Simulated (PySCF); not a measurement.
From one molecule to another.

First species: C₆H₉FO₂.
SMILES: `CC/C=C(/OC)C(=O)F`

Second species: 1,1-difluoroethane, C2H4F2.
InChI=1S/C2H4F2/c1-2(3)4/h2H,1H3

Levels: PBE0/pcSseg-1 for dipole moment, HOMO energy, LUMO energy and HOMO–LUMO gap; GFN2-xTB for rotational constant A and rotational constant C. Geometries: GFN2-xTB. Each species is one conformer at its optimised geometry, gas phase, non-relativistic unless stated. Electronic properties by PySCF.

Dipoles, sizes and rotational constants follow the conformer. The torsions of the flexible species, by atom-mapped SMILES:
- `[CH3:1][CH2:2]/[CH:3]=[C:4](/[O:5][CH3:6])[C:7](=[O:8])[F:9]`: C1–C2–C3–C4 99°, C3–C4–O5–C6 0°, C3–C4–C7–O8 -6°

| property | column X | column Y |
| --- | --- | --- |
| dipole moment | 2.23 D | 4.38 D |
| HOMO energy | -9.58 eV | -7.15 eV |
| LUMO energy | 1.66 eV | -1.60 eV |
| HOMO–LUMO gap | 11.24 eV | 5.55 eV |
| rotational constant A | 9.697 GHz | 1.901 GHz |
| rotational constant C | 5.190 GHz | 0.837 GHz |

(1) Which column belongs to which species?

(2) How does each property change from the first species to the second?

Results:

(1) Column X is the second species and column Y the first. The first has 18 atoms and 70 electrons, the second 8 and 34.

(2) dipole moment -2.15 D; HOMO energy -2.43 eV; LUMO energy +3.26 eV; HOMO–LUMO gap +5.69 eV; rotational constant A +7.796 GHz; rotational constant C +4.353 GHz.

On the first: In atomic units the dipole is 1.72 e·bohr (1 au = 2.5417 D).

On the second: The dipole matches unit charges of opposite sign 0.46 Å apart (1 e·Å = 4.8032 D). A dipole of 2.23 D is allowed in Cs, and pure rotational transitions are dipole-allowed.
